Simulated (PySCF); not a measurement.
# Distorted geometries of Dy(BH4)3

Dy(BH4)3 (singlet in the valence; each metal's 4f electrons, 9 of them, lie in its core potential, out of spins and levels). PySCF 2.14.0, RKS B3LYP, Dy lcecp-1-SVP with ECP55, B def2-SVP, H def2-SVP; non-relativistic Hamiltonian with scalar-relativistic core potentials where named; density fitting; no spin-orbit coupling. Relaxed geometry:

```xyz
16

Dy    0.0000    0.0000    0.0000
B     2.4610    0.0156    0.0000
H     3.6633   -0.0194    0.0000
H     1.9502   -0.5652    0.9968
H     1.9502   -0.5652   -0.9968
H     1.9887    1.1697    0.0000
B    -1.2440    2.1235    0.0000
H    -1.8148    3.1822    0.0000
H    -0.4856    1.9715    0.9968
H    -0.4856    1.9715   -0.9968
H    -2.0073    1.1375    0.0000
B    -1.2170   -2.1391    0.0000
H    -1.8485   -3.1627    0.0000
H    -1.4646   -1.4063    0.9968
H    -1.4646   -1.4063   -0.9968
H     0.0186   -2.3071    0.0000
```

**Question.** Order these distorted geometries by energy above the relaxed one, lowest first.
A.
```xyz
16

Dy    0.1157   -0.1268    0.3043
B     2.4553   -0.2164    0.1653
H     3.4949   -0.2734    0.1296
H     2.1987   -0.5500    1.2345
H     1.8185   -0.3948   -1.1843
H     1.9431    1.0260   -0.2627
B    -1.2812    2.2474   -0.0331
H    -1.6990    3.4436   -0.1713
H    -0.2226    2.1248    1.0973
H    -0.4251    2.2174   -1.0245
H    -2.0359    1.1030   -0.1092
B    -1.1966   -2.2494    0.0611
H    -2.0940   -2.9342   -0.0651
H    -1.4077   -1.4781    0.9551
H    -1.5526   -1.6412   -1.0569
H    -0.1114   -2.2977   -0.0401
```
B.
```xyz
16

Dy    0.0719    0.0300   -0.0338
B     2.4071   -0.0118    0.0359
H     3.6553   -0.0554    0.0066
H     1.9379   -0.5307    1.0435
H     1.9165   -0.5699   -0.9606
H     1.9291    1.2040   -0.0068
B    -1.2126    2.1578   -0.0089
H    -1.8351    3.1831   -0.0460
H    -0.4827    1.9371    0.9764
H    -0.4315    1.9650   -0.9877
H    -2.0302    1.1069    0.0005
B    -1.1496   -2.1422   -0.0065
H    -1.8828   -3.1815   -0.0224
H    -1.4511   -1.3852    1.0174
H    -1.3998   -1.3800   -1.0171
H    -0.0424   -2.3273    0.0094
```
C.
```xyz
16

Dy    0.0503    0.0307   -0.0742
B     2.4679   -0.0877    0.0444
H     3.6206    0.0767   -0.0271
H     1.8657   -0.5326    0.9770
H     1.9479   -0.5206   -1.0218
H     2.0134    1.0999    0.0395
B    -1.2685    2.1303   -0.0179
H    -1.7481    3.1618   -0.0331
H    -0.5330    1.9700    1.0065
H    -0.5105    1.9944   -0.9759
H    -2.0145    1.1261    0.0437
B    -1.1686   -2.0640    0.0221
H    -1.8444   -3.2094    0.0487
H    -1.5269   -1.4839    0.9195
H    -1.4646   -1.3972   -1.0176
H     0.1133   -2.2945    0.0663
```

**Answer.** B (0.52 eV), C (0.76 eV), A (4.35 eV).

**Question.** Which forces (eV/Å) act in the one that lies 4.35 eV up?

**Answer.** 
```
Dy  -2.36  1.76 -0.99
B   -4.20  3.40 -4.84
H    5.70 -0.19 -0.77
H   -1.79 -0.94  1.39
H    0.60 -1.46  2.38
H    1.07 -0.98  1.93
B    1.90 -0.68 -0.29
H   -0.09 -1.46  0.70
H   -1.70 -0.37 -1.29
H   -0.42 -0.73  0.69
H    1.00  1.63  0.49
B   -3.34  2.44 -1.71
H   -0.76 -2.29  0.44
H   -0.60  0.60  1.08
H    0.80  0.73  0.96
H    4.19 -1.48 -0.17
```
Forces carry noise of the integration grid, about 0.01 to 0.03 eV/Å.

An lcecp potential fixes the number of 4f electrons, so in runs with it no electron can move into or out of that shell.
